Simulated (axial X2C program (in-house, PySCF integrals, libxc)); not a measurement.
# How the levels of ClTbCl⁺ (f8 s0 orbitals) move with the bond length

Computed with an in-house all-electron X2C program for linear molecules (integrals from PySCF): two-component X2C with atomic mean-field Coulomb and Gaunt terms, basis Cl dyall-v3z, Tb dyall-v3z (cores contracted in-house). Orbitals come from Hartree–Fock averaged over the configuration Tb f8 s0; CI then distributes these electrons over the f, s shells of Tb.

At Cl–Tb–Cl held linear, both bonds 2.457 Å:

```csv
Ω,energy (cm⁻¹),g∥,configuration
6,0,17.95,100% f8
5,411,14.43,100% f8
4,838,10.96,100% f8
3,1279,7.56,100% f8
2,1727,4.32,100% f8
1,2140,1.56,100% f8
0,2347,0.00,100% f8
5,2602,15.49,100% f8
4,2838,11.63,100% f8
3,3081,7.84,100% f8
2,3305,4.34,100% f8
0,3414,0.00,100% f8
1,3434,1.88,100% f8
0,4193,0.00,100% f8
```

g∥ is the magnitude of 2⟨Lz + ge Sz⟩ for the +Ω component. The lowest 14 levels at most are listed.

At Cl–Tb–Cl held linear, both bonds 2.555 Å:

| Ω | energy (cm⁻¹) | g∥ | configuration |
| --- | --- | --- | --- |
| 6 | 0 | 17.95 | 100% f8 |
| 5 | 410 | 14.43 | 100% f8 |
| 4 | 832 | 10.97 | 100% f8 |
| 3 | 1264 | 7.60 | 100% f8 |
| 2 | 1694 | 4.42 | 100% f8 |
| 1 | 2077 | 1.70 | 100% f8 |
| 0 | 2260 | 0.00 | 100% f8 |
| 5 | 2599 | 15.49 | 100% f8 |
| 4 | 2818 | 11.65 | 100% f8 |
| 3 | 3044 | 7.89 | 100% f8 |
| 2 | 3254 | 4.41 | 100% f8 |
| 1 | 3384 | 1.83 | 100% f8 |
| 0 | 3390 | 0.00 | 100% f8 |
| 0 | 4170 | 0.00 | 100% f8 |

The lowest level lies 1126 cm⁻¹ above the lowest at the first distance.

(1) How does the gap from the lowest to the fifth level change between the two distances?

Dynamic correlation is missing, so gaps between terms are too wide and other configurations may lie lower; the lowest level listed is that of this model, not necessarily the ground state. At most 4 roots were kept for each Ω > 0 (twice that for Ω = 0) within 2.2 eV of the lowest, so higher up levels can be missing between those listed; levels with Ω > 0 are doubly degenerate and listed once, Ω = 0 levels singly. States that fill the shells left empty in the average are placed too high. The molecule was held linear; bending was not examined.

Results:

(1) From 1727 to 1694 cm⁻¹, a factor of 0.98.
